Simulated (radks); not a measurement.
Coulomb parameter of the 4f shell of the ytterbium ion Yb2+ in the model configuration [Xe] 4f12 6p2, as a second difference U = [E(n + 0.5) + E(n - 0.5) - 2 E(n)] / (0.5)^2 with all orbitals relaxed. "Bare": the charge of the atom changes with n. "Screened": the 6p shell takes up the change at fixed total charge, which measures U(4f,4f) + U(6p,6p) - 2 U(4f,6p). Method: Dirac Kohn-Sham, PBEsol, spin-unpolarised, spherical densities, point nucleus; open shells are shared between the two j in proportion to 2j + 1; computed with a radial shooting solver on a logarithmic mesh with Libxc functionals.

[
 {"case": "start", "configuration": "[Xe] 4f12 6p2", "E - E(n) (eV)": "0.000"},
 {"case": "bare +0.5", "configuration": "[Xe] 4f12.5 6p2", "E - E(n) (eV)": "-17.555"},
 {"case": "bare -0.5", "configuration": "[Xe] 4f11.5 6p2", "E - E(n) (eV)": "22.585"},
 {"case": "screened +0.5", "configuration": "[Xe] 4f12.5 6p1.5", "E - E(n) (eV)": "-11.265"},
 {"case": "screened -0.5", "configuration": "[Xe] 4f11.5 6p2.5", "E - E(n) (eV)": "13.904"}
]

U(bare) = 20.123 eV, U(screened by 6p) = 10.554 eV.
